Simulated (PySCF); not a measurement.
# HgB: from constants to spectrum

ROHF-CCSD(T) constants of HgB, ²Π (doublet), unpaired electrons π ↑ (basis Hg def2-SVP with ECP60, B def2-SVP; scalar-relativistic core potentials; PySCF 2.14; masses 201.9706 and 11.0093 u):

```
ωe           : 101.8 cm⁻¹
ωexe         : 19.1 cm⁻¹
Be           : 0.23982 cm⁻¹
αe           : 0.0253 cm⁻¹
De to Hg + B : 0.061 eV
```

Problem. What force constant and bond length do these constants imply?

Solution. Reduced mass μred = 10.440 u; k = 5.8918×10⁻⁷·μred·ωe² (u, cm⁻¹, mdyn/Å) = 0.0637 mdyn/Å; Re = √(16.8576/(μred·Be)) (u, cm⁻¹, Å) = 2.595 Å.

Problem. Estimate the centrifugal constant D from the Kratzer relation and find the Dunham coefficient a1.

Solution. D = 4Be³/ωe² = 5.32e-06 cm⁻¹; a1 = −1 − αeωe/(6Be²) = -8.46.

Correlated steps freeze 1 core orbital. The bond is weak. Basis-set superposition, not corrected here, can be much of De in a small basis, most of all at correlated wavefunction levels. These are scalar-relativistic numbers at best; spin–orbit coupling would shift them, the dissociation energy most. The state was picked by a PBE0 search and need not be the measured ground state.
